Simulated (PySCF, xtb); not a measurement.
C2H3F2GaO2, SMILES CC(=O)[O][Ga]([F])[F].

GFN2-xTB run with xtb at its own geometry gives an orbital gap of 4.93 eV and a dipole moment of 6.05 D.

Geometry optimised at B3LYP-D3(BJ)/def2-SVP. Other conformers were not sampled.

Question: What does PBE/def2-TZVP (PySCF) give? (An estimate is asked for; the answer gives what the named calculation found.)

Answer: gap 5.80 eV (levels -8.04 and -2.24 eV), dipole 4.45 D.
